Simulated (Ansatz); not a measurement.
Q: Name a neutral molecule of C, Ga, O, Se and H with HOMO–LUMO gap (B3LYP/def2-TZVPP) between 4.85 and 5.15 eV and HOMO–LUMO gap (PBE/def2-TZVPP) between 3.30 and 3.60 eV (Ansatz, PBE0-D4/def2-TZVP geometry).

A: `C=C(O)[Se][GaH2]` (4.92 eV, 3.53 eV). Other molecules can fit too; these were computed, each in one conformer that needn't be the lowest.

B3LYP here is the variant with VWN-RPA as its local correlation; programs differ in this.
